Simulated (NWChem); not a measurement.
System: CH$_{3}$FO$_{2}$Si; SMILES O[Si@@H](F)C=O

NWChem input:

```
start job
memory heap 200 mb stack 900 mb global 1100 mb
geometry units angstroms noautoz
  O     -0.143437    -1.957491     0.491420
  C      0.631789    -1.228850    -0.115835
  Si     0.003005     0.583369    -0.425961
  O     -1.558287     0.480556     0.118613
  F      0.928651     1.570497     0.497313
  H      1.648047    -1.621522    -0.427069
  H      0.067419     1.113506    -1.818382
  H     -1.654288    -0.371255     0.602056
end
basis spherical
  * library 6-31+g*
end
dft
  xc xpbe96 cpbe96
  iterations 150
end
tddft
  cis
  nroots 6
  notriplet
end
task tddft energy
```

NWChem printed, in part:

```
             Northwest Computational Chemistry Package (NWChem) 7.3.0
             --------------------------------------------------------

 C1  symmetry detected

                             Geometry "geometry" -> ""
                             -------------------------

 Output coordinates in angstroms (scale by  1.889725989 to convert to a.u.)

  No.       Tag          Charge          X              Y              Z
 ---- ---------------- ---------- -------------- -------------- --------------
    1 O                    8.0000     0.13455225    -2.02550834     0.35912434
    2 C                    6.0000     0.78780830    -1.18353001    -0.24501199
    3 Si                  14.0000    -0.05428690     0.55912143    -0.41742664
    4 O                    8.0000    -1.56022681     0.25212946     0.20117256
    5 F                    9.0000     0.80895601     1.59638659     0.51131970
    6 H                    1.0000     1.82131719    -1.44193825    -0.63091712
    7 H                    1.0000    -0.13016076     1.16364059    -1.77861377
    8 H                    1.0000    -1.53319723    -0.62867051     0.63932336

 Effective nuclear repulsion energy (a.u.)     230.7113449434

  pbe96 is a nonlocal functional; adding pw91lda local functional.

                                 NWChem DFT Module
                                 -----------------

 Summary of "ao basis" -> "ao basis" (spherical)
 ------------------------------------------------------------------------------
       Tag                 Description            Shells   Functions and Types
 ---------------- ------------------------------  ------  ---------------------
 O                          6-31+g*                  8       18   4s3p1d
 C                          6-31+g*                  8       18   4s3p1d
 Si                         6-31+g*                 10       22   5s4p1d
 F                          6-31+g*                  8       18   4s3p1d
 H                          6-31+g*                  2        2   2s

            General Information
            -------------------
          SCF calculation type: DFT
          Wavefunction type:  closed shell.
          No. of atoms     :     8
          No. of electrons :    48
           Alpha electrons :    24
            Beta electrons :    24
          Charge           :     0
          Spin multiplicity:     1
          Use of symmetry is: off; symmetry adaption is: off
          Maximum number of iterations: 150
          AO basis - number of functions:   100
                     number of shells:    48
          Convergence on energy requested:  1.00D-06
          Convergence on density requested:  1.00D-05
          Convergence on gradient requested:  5.00D-04

              XC Information
              --------------
          PerdewBurkeErnzerhof Exchange Functional  1.000
            Perdew 1991 LDA Correlation Functional  1.000 local
           PerdewBurkeErnz. Correlation Functional  1.000 non-local

             Grid Information
             ----------------
          Grid used for XC integration:  medium
          Radial quadrature: Mura-Knowles
          Angular quadrature: Lebedev.
          Tag              B.-S. Rad. Rad. Pts. Rad. Cut. Ang. Pts.
          ---              ---------- --------- --------- ---------
          O                   0.60       49          12.0       434
          C                   0.70       49          12.0       434
          Si                  1.10       88          11.0       590
          F                   0.50       49          11.0       434
          H                   0.35       45          11.0       434
          Grid pruning is: on
          Number of quadrature shells:   419
          Spatial weights used:  Erf1

      Superposition of Atomic Density Guess
      -------------------------------------

 Sum of atomic energies:        -576.86770657

      Non-variational initial energy
      ------------------------------

[...]

                                NWChem TDDFT Module
                                -------------------

            General Information
            -------------------
           No. of orbitals :     200
            Alpha orbitals :     100
             Beta orbitals :     100
        Alpha frozen cores :       0
         Beta frozen cores :       0
     Alpha frozen virtuals :       0
      Beta frozen virtuals :       0
         Spin multiplicity :       1
    Number of AO functions :     100
        Use of symmetry is : off
      Symmetry adaption is : off
         Schwarz screening :  0.10D-07

              XC Information
              --------------
   PerdewBurkeErnzerhof Exchange Functional   1.00
     Perdew 1991 LDA Correlation Functional   1.00 local
    PerdewBurkeErnz. Correlation Functional   1.00 non-local

             TDDFT Information
             -----------------
          Calculation type : Tamm-Dancoff TDDFT
         Wavefunction type : Restricted singlets
          No. of electrons :      48
           Alpha electrons :      24
            Beta electrons :      24
              No. of roots :       6
          Max subspacesize :    5200
            Max iterations :     100
               Target root :       1
           Target symmetry : none
      Symmetry restriction : off
                 Algorithm : Optimal
        Davidson threshold :  0.10D-03

    6 smallest eigenvalue differences (eV)
--------------------------------------------------------
  No. Spin  Occ  Vir  Irrep   E(Occ)    E(Vir)   E(Diff)
--------------------------------------------------------
    1    1   24   25 a        -0.236    -0.132     2.824
    2    1   23   25 a        -0.302    -0.132     4.617
    3    1   22   25 a        -0.335    -0.132     5.508
    4    1   24   26 a        -0.236    -0.031     5.588
    5    1   21   25 a        -0.346    -0.132     5.814
    6    1   24   27 a        -0.236    -0.012     6.090
--------------------------------------------------------

  Entering Davidson iterations
  Restricted singlet excited states

  Iter   NTrls   NConv    DeltaV     DeltaE      Time
  ----  ------  ------  ---------  ---------  ---------
    1      6       0     0.81E-01   0.10+100       13.4
    2     12       0     0.20E-01   0.56E-02       14.5
    3     18       0     0.33E-02   0.40E-03       13.9
    4     24       1     0.34E-03   0.91E-05       14.3
    5     29       6     0.35E-04   0.16E-06       12.2
  ----  ------  ------  ---------  ---------  ---------
  Convergence criterion met

  Ground state a        -579.312612427773 a.u.

  ----------------------------------------------------------------------------
  Root   1 singlet a              0.115716071 a.u.                3.1488 eV
  ----------------------------------------------------------------------------
     Transition Moments    X  0.06377   Y -0.02990   Z  0.11668
     Dipole Oscillator Strength                    0.0014329391
     Electric Quadrupole                           0.0000000040
     Magnetic Dipole                               0.0000009493
     Total Oscillator Strength                     0.0014338924

     Occ.   24  a   ---  Virt.   25  a        0.99855
  ----------------------------------------------------------------------------
  Root   2 singlet a              0.173929673 a.u.                4.7329 eV
  ----------------------------------------------------------------------------
     Transition Moments    X -0.22646   Y -0.00957   Z  0.06281
     Dipole Oscillator Strength                    0.0064145501
     Electric Quadrupole                           0.0000000186
     Magnetic Dipole                               0.0000000200
     Total Oscillator Strength                     0.0064145886

     Occ.   23  a   ---  Virt.   25  a       -0.99439
  ----------------------------------------------------------------------------
  Root   3 singlet a              0.204765883 a.u.                5.5720 eV
  ----------------------------------------------------------------------------
     Transition Moments    X  0.00494   Y -0.03818   Z  0.00111
     Dipole Oscillator Strength                    0.0002025025
     Electric Quadrupole                           0.0000000043
     Magnetic Dipole                               0.0000002001
     Total Oscillator Strength                     0.0002027069

     Occ.   21  a   ---  Virt.   25  a       -0.12745
     Occ.   22  a   ---  Virt.   25  a        0.98648
     Occ.   24  a   ---  Virt.   26  a       -0.08815
  ----------------------------------------------------------------------------
  Root   4 singlet a              0.209016644 a.u.                5.6876 eV
  ----------------------------------------------------------------------------
     Transition Moments    X -0.25322   Y  0.21170   Z  0.05095
     Dipole Oscillator Strength                    0.0155414973
     Electric Quadrupole                           0.0000000189
     Magnetic Dipole                               0.0000004188
     Total Oscillator Strength                     0.0155419350

     Occ.   20  a   ---  Virt.   25  a        0.06663
     Occ.   21  a   ---  Virt.   25  a       -0.09114
     Occ.   22  a   ---  Virt.   25  a       -0.09722
     Occ.   24  a   ---  Virt.   26  a       -0.98192
     Occ.   24  a   ---  Virt.   29  a        0.06278
  ----------------------------------------------------------------------------
  Root   5 singlet a              0.217544812 a.u.                5.9197 eV
  ----------------------------------------------------------------------------
     Transition Moments    X  0.06279   Y -0.13913   Z  0.01829
     Dipole Oscillator Strength                    0.0034278782
     Electric Quadrupole                           0.0000000072
     Magnetic Dipole                               0.0000003350
     Total Oscillator Strength                     0.0034282204

[...]
```

Level: PBE/6-31+G* (spherical d), TDA. All runs use the structure optimised with PBE-D3(BJ)/def2-SVP.
